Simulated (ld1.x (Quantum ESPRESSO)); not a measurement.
Logarithmic derivatives: P, TM

```json
{
  "Element": "P",
  "Generator": "ld1.x (Quantum ESPRESSO) 7.5",
  "Type": "norm-conserving Troullier–Martins (Kleinman–Bylander form)",
  "Functional": "PBEsol",
  "Relativity": "scalar-relativistic",
  "Frozen core": "[Ne]",
  "Valence charge": "5",
  "Reference configuration": "3s2 3p0 (charge +3)",
  "Partial waves": "3s (bound): rc 1.60 bohr; 3p (bound, empty): rc 1.80 bohr; 3d channel at 0.3 Ry: rc 1.60 bohr",
  "Local potential": "all-electron potential smoothed inside 1.45 bohr (lloc = -1)",
  "Core correction": "a·sin(br)/r model core, default radius (core density twice the valence density)"
}
```

The phase is arctan(r·u′/u) with u = r·R(r), unwrapped; energies in Ry, scanned from -5 to 5 Ry. A pole is an energy at which the radial function vanishes at the test radius. The pseudo phase is shifted by a multiple of π to meet the all-electron one at the reference energy, and phase errors are pseudo minus all-electron; the curves can meet again beyond the range given. Levels narrower than the energy grid can be missing from the lists of poles.

```json
{"channel": "s", "radius (bohr)": "1.96", "reference energy (Ry)": "-3.35", "poles, all-electron": "-1.21", "poles, pseudo": "-1.34, 3.30", "unbroken range about the reference energy with phases within 0.05 rad": "below 0.0", "phase error 1 Ry above the reference energy (rad)": "-0.004"}
{"channel": "p", "radius (bohr)": "1.96", "reference energy (Ry)": "-2.60", "poles, all-electron": "-0.15", "poles, pseudo": "-0.25", "unbroken range about the reference energy with phases within 0.05 rad": "below 1.9", "phase error 1 Ry above the reference energy (rad)": "-0.003"}
{"channel": "d", "radius (bohr)": "1.96", "reference energy (Ry)": "0.30", "poles, all-electron": "0.76", "poles, pseudo": "0.76", "unbroken range about the reference energy with phases within 0.05 rad": "below 4.1", "phase error 1 Ry above the reference energy (rad)": "+0.001"}
```

Phases in the d channel:

```json
{"E (Ry)": "-5.00", "all-electron": "1.264", "pseudo": "1.264"}
{"E (Ry)": "-4.74", "all-electron": "1.249", "pseudo": "1.249"}
{"E (Ry)": "-4.48", "all-electron": "1.231", "pseudo": "1.232"}
{"E (Ry)": "-4.22", "all-electron": "1.210", "pseudo": "1.211"}
{"E (Ry)": "-3.96", "all-electron": "1.186", "pseudo": "1.186"}
{"E (Ry)": "-3.70", "all-electron": "1.156", "pseudo": "1.157"}
{"E (Ry)": "-3.44", "all-electron": "1.119", "pseudo": "1.120"}
{"E (Ry)": "-3.18", "all-electron": "1.071", "pseudo": "1.073"}
{"E (Ry)": "-2.92", "all-electron": "1.008", "pseudo": "1.010"}
{"E (Ry)": "-2.66", "all-electron": "0.922", "pseudo": "0.924"}
{"E (Ry)": "-2.40", "all-electron": "0.796", "pseudo": "0.800"}
{"E (Ry)": "-2.14", "all-electron": "0.605", "pseudo": "0.609"}
{"E (Ry)": "-1.88", "all-electron": "0.305", "pseudo": "0.312"}
{"E (Ry)": "-1.62", "all-electron": "-0.119", "pseudo": "-0.112"}
{"E (Ry)": "-1.36", "all-electron": "-0.565", "pseudo": "-0.559"}
{"E (Ry)": "-1.10", "all-electron": "-0.900", "pseudo": "-0.897"}
{"E (Ry)": "-0.84", "all-electron": "-1.117", "pseudo": "-1.116"}
{"E (Ry)": "-0.58", "all-electron": "-1.259", "pseudo": "-1.258"}
{"E (Ry)": "-0.32", "all-electron": "-1.357", "pseudo": "-1.357"}
{"E (Ry)": "-0.06", "all-electron": "-1.428", "pseudo": "-1.428"}
{"E (Ry)": "0.20", "all-electron": "-1.484", "pseudo": "-1.484"}
{"E (Ry)": "0.46", "all-electron": "-1.528", "pseudo": "-1.528"}
{"E (Ry)": "0.72", "all-electron": "-1.566", "pseudo": "-1.566"}
{"E (Ry)": "0.98", "all-electron": "-1.599", "pseudo": "-1.599"}
{"E (Ry)": "1.24", "all-electron": "-1.629", "pseudo": "-1.629"}
{"E (Ry)": "1.50", "all-electron": "-1.658", "pseudo": "-1.657"}
{"E (Ry)": "1.76", "all-electron": "-1.686", "pseudo": "-1.684"}
{"E (Ry)": "2.02", "all-electron": "-1.714", "pseudo": "-1.712"}
{"E (Ry)": "2.28", "all-electron": "-1.744", "pseudo": "-1.741"}
{"E (Ry)": "2.54", "all-electron": "-1.776", "pseudo": "-1.772"}
{"E (Ry)": "2.80", "all-electron": "-1.812", "pseudo": "-1.806"}
{"E (Ry)": "3.06", "all-electron": "-1.854", "pseudo": "-1.846"}
{"E (Ry)": "3.32", "all-electron": "-1.905", "pseudo": "-1.893"}
{"E (Ry)": "3.58", "all-electron": "-1.969", "pseudo": "-1.952"}
{"E (Ry)": "3.84", "all-electron": "-2.055", "pseudo": "-2.027"}
{"E (Ry)": "4.10", "all-electron": "-2.174", "pseudo": "-2.129"}
{"E (Ry)": "4.36", "all-electron": "-2.350", "pseudo": "-2.274"}
{"E (Ry)": "4.62", "all-electron": "-2.618", "pseudo": "-2.489"}
{"E (Ry)": "4.88", "all-electron": "-3.001", "pseudo": "-2.802"}
```
